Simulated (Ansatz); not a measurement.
`[SnH3][CH]1C[SiH2]1` + H₂O → `OC1C[SiH2]1` + `[SnH4]`  (formal hydrolysis of a C–Sn bond)

Computed with Ansatz on PBE0-D4/def2-TZVP structures; ΔE is electronic, products minus reactants. CCSD(T)/CBS is the MP2 limit (def2-TZVPP, def2-QZVPP) plus CCSD(T) − MP2 in def2-TZVPP, frozen cores. This one scheme is used for every species. Elements past krypton have def2 core potentials. For Sn outer-core shells are correlated without core-valence functions, which leaves a few kJ/mol of doubt a bond. Each species was taken in one conformer, which may not be the lowest.

```
              species  CCSD(T)/CBS(def2) energy (Eh)
`[SnH3][CH]1C[SiH2]1`                     -583.95648
                  H₂O                      -76.37941
        `OC1C[SiH2]1`                     -443.90503
             `[SnH4]`                     -216.39156
```

**Question.** Work out ΔE.

**Answer.** ΔE = (-443.90503) + (-216.39156) − (-583.95648) − (-76.37941) = 0.03930 Eh = +24.7 kcal/mol.

Largest T1 diagnostic among the species: 0.013.

From PBE to PBE0 (25 % exact exchange), in def2-TZVPP and without D4, ΔE moves by +1.0 kcal/mol. The D4 term adds +2.2 kcal/mol with B3LYP and +1.3 kcal/mol with PBE0; it sums over pairs of atoms, weighted by their polarisabilities, and B3LYP, whose exchange is more repulsive, gets the larger term.

B3LYP here is the variant with VWN-RPA as its local correlation; programs differ in this.
